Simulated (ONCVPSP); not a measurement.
# Building the ONCV potential for osmium (LDA (Perdew-Wang 92), scalar-relativistic).

Os, optimised norm-conserving Vanderbilt (ONCV), made with ONCVPSP 4.0.1 (LDA (Perdew-Wang 92), scalar-relativistic). Core [Xe] 4f14, reference 5d6 6s2. Waves: 6s: rc 2.40 bohr, ncon 4, nbas 7, qcut 2.9 1/bohr, 3 projectors, debl 1.6 Ha; p scattering state at 0.02 Ha: rc 2.60 bohr, ncon 3, nbas 7, qcut 2.9 1/bohr, 1 projector; 5d: rc 1.60 bohr, ncon 3, nbas 7, qcut 7.1 1/bohr, 3 projectors, debl 3.1 Ha. Local part: polynomial inside 1.10 bohr (lpopt 5, dvloc0 4 Ha). Core correction: none.

All-electron outer shells of the reference configuration (LDA (PZ), scalar-relativistic, ld1.x):

```
shell  level (eV)  outermost node (bohr)  outermost maximum (bohr)
   5p      -51.05                   0.55                      1.03
   5d       -6.46                   0.60                      1.36
   6s       -6.39                   1.20                      2.48
```

**Question.** Does this generation succeed?

**Answer.** No. ONCVPSP 4.0.1 stopped with "ERROR pspot: first pseudo wave function has node, program will stop": the optimised pseudo-wave of the first projector has a node, so the radial equation cannot be inverted for a potential. It happened in the s channel.
